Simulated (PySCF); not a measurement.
**What an electron can do to SnCl**

r²SCAN in PySCF with def2-TZVPPD on every atom (core potentials on Sn), for the lowest determinant that a PBE0 search found; no spin–orbit coupling.

| species | state (unpaired electrons) | Re (Å) | ωe (cm⁻¹) | energy of the minimum from the neutral (eV) | De (eV) | dissociates to |
| --- | --- | --- | --- | --- | --- | --- |
| SnCl | doublet (π ↑) | 2.372 | 347 | 0.00 | 4.05 | Sn + Cl |
| SnCl⁺ | singlet (closed shell) | 2.264 | 427 | 7.08 | 4.37 | Sn⁺ + Cl |
| SnCl⁻ | triplet (π ↑↑) | 2.535 | 250 | -1.53 | 1.95 | Sn + Cl⁻ |

Task: Work out the lowest energy to break SnCl into atoms, from its vibrational ground state.

Result: D0 = De − ωe/2 = 4.05 − 0.02 = 4.03 eV (r²SCAN/def2-TZVPPD).

Task: Work out the ionisation energy of the Sn atom at this level and the threshold of dissociative ionisation.

Result: IE(Sn) = 7.08 + 4.37 − 4.05 = 7.40 eV, so Sn⁺ + Cl + e⁻ appears at D0 + IE(Sn) = 11.43 eV (r²SCAN/def2-TZVPPD). The measured IE(Sn) is 7.344 eV (NIST ASD).

Task: Work out the electron affinity of the Cl atom and the threshold of dissociative attachment.

Result: EA(Cl) = 4.05 − 1.95 − (-1.53) = 3.63 eV, so Sn + Cl⁻ needs D0 − EA(Cl) = 0.40 eV (r²SCAN/def2-TZVPPD). The measured EA(Cl) is 3.613 eV.

Task: At which energy does ion-pair formation open?

Result: Sn⁺ + Cl⁻ lies at D0 + IE(Sn) − EA(Cl) = 7.80 eV (r²SCAN/def2-TZVPPD).

These are thermodynamic thresholds; the onsets seen under electron impact lie higher where the geometry changes, and cross-sections peak well above them.

Spin–orbit coupling is left out, which matters for elements this heavy, above all for dissociation energies. For an ion De counts to the pair picked by the measured ionisation energies or electron affinities, which need not be the lowest pair at this level. The highest Kohn–Sham level is positive in this anion. Much of that is self-interaction error, but it also means that the finite basis helps to hold the extra electron. States were picked by a PBE0 search and need not be the measured ground states.
